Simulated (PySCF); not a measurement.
**TlS: frontier orbitals**

PBE0 at R = 2.603 Å; basis Tl cc-pVTZ-PP with ECP60, S cc-pV(T+d)Z; scalar-relativistic core potentials; PySCF 2.14. State: ²Π (doublet), unpaired electrons π ↑. Only the outer orbitals are listed, counted within each symmetry, core potentials removing the inner ones.

```tsv
spin	orbital	occ.	ε (eV)	on Tl (%)	main shells (%)
α	8σ	1	-11.03	81	81 Tl s, 15 S p
α	4π	1	-8.00	4	96 S p
α	4π	1	-6.72	7	93 S p
α	9σ	1	-6.60	34	66 S p, 19 Tl p, 14 Tl s
α	5π	0	-1.79	97	97 Tl p
α	5π	0	-1.63	95	94 Tl p
α	10σ	0	0.06	94	88 Tl p, 10 S p
β	7σ	1	-16.58	28	72 S s, 23 Tl d
β	8σ	1	-10.92	82	82 Tl s, 13 S p
β	4π	1	-6.35	8	91 S p
β	9σ	1	-6.31	34	66 S p, 21 Tl p, 12 Tl s
β	4π	0	-3.70	21	78 S p, 20 Tl p
β	5π	0	-1.62	94	93 Tl p
β	5π	0	-1.44	81	80 Tl p, 18 S p
```

Problem. Which are the highest filled and the lowest empty level, where do they sit, and how wide is the gap?

Solution. Highest filled β 9σ at -6.31 eV (in %: 66 S p, 21 Tl p, 12 Tl s); lowest empty β 4π at -3.70 eV (in %: 78 S p, 20 Tl p); the gap at PBE0 is 2.61 eV.

The bond order (Mayer) is 1.00, the ⟨S²⟩ is 0.756 and the charge on Tl (Mulliken, basis-dependent) is 0.39. The charge on Tl (Löwdin, basis-dependent) is 0.18 and the dipole moment (positive dipole means Tl(−)S(+)) is -3.69 D. The polarisability along the bond is 92.2 bohr³ and the polarisability across the bond is 44.9 bohr³.

These are scalar-relativistic numbers at best; spin–orbit coupling would shift them, the dissociation energy most. The state is the lowest determinant that a PBE0 search found; another state may lie lower at other levels.
